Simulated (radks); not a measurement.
N+, configuration [He] 2s2 2p2. Calculated with a radial shooting solver on a logarithmic mesh with Libxc functionals: non-relativistic Kohn-Sham, TPSS, spin-unpolarised, spherical densities, point nucleus; meta-GGA in the generalised Kohn-Sham scheme.

Radial electron density D(r) = 4 pi r^2 rho(r):

r (bohr),D(r) (e/bohr)
0.009822,0.2197
0.0109,0.2664
0.012,0.3179
0.01331,0.3843
0.01477,0.4636
0.01639,0.5580
0.01819,0.6700
0.02018,0.8023
0.02239,0.9577
0.02484,1.139
0.02757,1.351
0.03035,1.574
0.03367,1.851
0.03736,2.164
0.04146,2.517
0.046,2.910
0.05104,3.340
0.05664,3.805
0.06284,4.299
0.06973,4.812
0.07676,5.292
0.08517,5.802
0.0945,6.283
0.1049,6.710
0.1164,7.060
0.1291,7.304
0.1433,7.420
0.159,7.386
0.1764,7.192
0.1942,6.870
0.2154,6.377
0.239,5.761
0.2652,5.063
0.2943,4.336
0.3266,3.639
0.3624,3.029
0.4021,2.555
0.4461,2.249
0.4911,2.126
0.5449,2.157
0.6046,2.322
0.6709,2.566
0.7444,2.827
0.826,3.039
0.9166,3.150
1.017,3.135
1.128,2.986
1.242,2.739
1.378,2.377
1.529,1.954
1.697,1.514
1.883,1.101
2.089,0.7509
2.318,0.4800
2.572,0.2873
2.854,0.1603
3.142,0.08740
3.486,0.04173
3.869,0.01813
4.293,0.007104
4.763,0.002487

D(r) has 2 maxima, at r = 0.148, 0.954 bohr, and minima at 0.507 bohr, inside which lie 2.15 electrons.
